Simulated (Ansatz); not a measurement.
`[CH3][SnH]([OH])[F]` + `O=C(O)O[SiH2][SiH3]` → `[CH3][Sn]([OH])([OH])[F]` + `O=CO[SiH2][SiH3]`  (redistribution)

Gas-phase electronic energies from Ansatz, PBE0-D4/def2-TZVP geometries. CBS: MP2 limit from def2 TZ/QZ plus the TZ coupled-cluster correction, frozen cores. Functionals use def2-TZVPP. B3LYP here is the variant with VWN-RPA as its local correlation; programs differ in this. def2 core potentials past Kr. For Sn outer-core shells are correlated without core-valence functions, which leaves a few kJ/mol of doubt a bond. Each species was taken in one conformer, which may not be the lowest.

```
       level  ΔE (kJ/mol)
   r2SCAN-D4        -24.1
    B3LYP-D4        -29.9
     ωB97X-V        -23.7
HF/CBS(def2)        -18.1
```

Problem. What does CCSD(T)/CBS give? (Best estimate.)

Solution. The calculation gave: -39.5 kJ/mol. The listed levels differ from it by 15.4, 9.6, 15.8, 21.4 kJ/mol.

Largest T1 diagnostic among the species: 0.016.

From PBE to PBE0 (25 % exact exchange), in def2-TZVPP and without D4, ΔE moves by +7.8 kJ/mol. In def2-TZVPP, CCSD(T) changes the Hartree–Fock value by −16.2 kJ/mol (the triples alone add −2.8 kJ/mol) and MP2 by −22.3 kJ/mol.
